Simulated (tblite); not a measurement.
Compound: AsBGeH6O.
Numbering: `[GeH3:1][O:2][BH:3][AsH2:4]` (hydrogens: H5, H6, H7 on Ge1; H8 on B3; H9, H10 on As4)

Geometry (GFN2-xTB, Å), atoms numbered from 1 in this order:
```xyz
10
AsBGeH6O angstrom
Ge    -1.7343    0.2395   -0.0131
O     -0.4677   -0.9446   -0.1976
B      0.8531   -1.0374   -0.1609
As     2.1004    0.5163    0.2476
H     -2.9541   -0.6248   -0.0176
H     -1.6676    1.1662   -1.1909
H     -1.5285    0.9677    1.2853
H      1.3042   -2.1166   -0.3497
H      1.2120    1.5168   -0.4615
H      2.8914    0.3216   -1.0170
```

Computed values, GFN2-xTB/tblite, gas phase, harmonic and unscaled. Errors from tens to a few hundred cm⁻¹ against measured bands are possible. Modes of hydrogen on arsenic, boron and germanium can be 10 to 20 % off. One conformer, not necessarily the lowest.

Harmonic wavenumbers (cm⁻¹): 38.8, 66.6, 91.4, 200.7, 300.8, 435.6, 507.0, 537.4, 586.0, 599.9, 711.2, 750.8, 761.5, 797.5, 799.9, 999.7, 1072.8, 1286.0, 1818.9, 1888.3, 1932.7, 2010.3, 2054.6, 2485.6.

A = 8618, B = 848.5, C = 785.3 MHz; mass 181.894 u (most abundant isotopes); point group C1, symmetry number 1.

Q: What is the zero-point energy?

A: Half the sum of the wavenumbers: 11367 cm⁻¹ = 32.50 kcal/mol.

Q: Entropy at 298.15 K, 1 bar (ideal gas, RRHO, classical rotation)?

A: Translation 41.53, rotation 28.42, vibration 21.12: S = 91.1 cal/(mol K).

Q: And Cp and H(298.15 K) − H(0)?

A: Cp = 27.74 cal/(mol K), of which vibrations give 19.79 (their classical limit is 24 R = 47.7); H(298.15 K) − H(0) = 5.47 kcal/mol without the zero-point energy, 3.10 from vibrations.

Q: What must be added to the electronic energy to get the Gibbs energy at 298.15 K and 1 bar?

A: ZPE + [H(298.15 K) − H(0)] − T·S = 32.50 + 5.47 − 27.15 = 10.82 kcal/mol.

Q: How do the functions run with temperature in this model?

A: 
```csv
T (K),S (cal/(mol K)),Cp (cal/(mol K)),H − H(0) (kcal/mol),G − H(0) (kcal/mol),ln q(vib)
50,59.2,12.6,0.51,-2.45,0.63
100,68.8,15.3,1.21,-5.67,1.72
373.15,97.7,31.6,7.70,-28.76,6.70
500,107.7,36.6,12.04,-41.81,8.81
750,123.9,43.2,22.08,-70.83,12.64
1000,136.9,47.2,33.44,-103.49,16.04
```

q(vib) and H(0) count from the zero-point level.

Q: Blend soft modes into free rotors: weight 1/[1 + (100 cm⁻¹/ν̃)⁴] for the oscillator and the rest for a rotor with moment μB/(μ + B), μ = h/(8π²ν), B = 10⁻⁴⁴ kg m². What vibrational entropy results?

A: 18.41 cal/(mol K) in place of 21.12, which changes −T·S at 298.15 K by +0.81 kcal/mol.

Q: Which modes carry the vibrational entropy at 298.15 K?

A: 38.8 cm⁻¹: 5.32; 66.6 cm⁻¹: 4.25; 91.4 cm⁻¹: 3.63; 200.7 cm⁻¹: 2.13; 300.8 cm⁻¹: 1.41; 435.6 cm⁻¹: 0.84 cal/(mol K); the other 18 give 3.54 together.

Hindered rotation and anharmonicity are outside this model. Other conformers, if any are populated, would add a mixing term that is left out. The structure is chiral; the term R ln 2 for an equal mix with its mirror image is left out.

Run on x86-64 server, one thread, on a shared host. This covers the Hessian and the dipole derivatives.
